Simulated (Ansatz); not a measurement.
CH5BSi, SMILES `B[Si]C` (singlet; the order of the spin states depends on the level) (charge 0, multiplicity 1). This singlet lies 0.30 eV below the relaxed triplet at the level frozen-core CCSD(T)/cc-pVTZ // B3LYP-D3(BJ)/def2-TZVP (Ansatz, a program for electronic structure); other levels give the other order.

Z-matrix (Å, degrees):
```
Si
C 1 1.9130
H 2 1.0889 1 112.06
H 2 1.0928 3 109.25 1 -124.40
H 2 1.0956 3 108.54 4 -115.76
B 1 1.9576 2 103.98 3 -175.93
H 6 1.1978 1 121.70 2 -95.74
H 6 1.1981 7 115.90 1 167.81
```
Charge 0, spin multiplicity 1.

The restricted HF start is unstable towards unrestricted orbitals.

Q: Give the natural occupations of the active orbitals, the CASSCF energy and the corrected energy for frozen-core fic-MRCISD+Q@CASSCF(6e,6o)/cc-pVTZ // B3LYP-D3(BJ)/def2-TZVP (Ansatz).

A: 
```yaml
natural_occupations: 1.98, 1.98, 1.98, 0.02, 0.02, 0.02
CASSCF energy: -354.3951 Ha
corrected_energy: -354.7744 Ha
weight_of_the_reference: 0.878
```
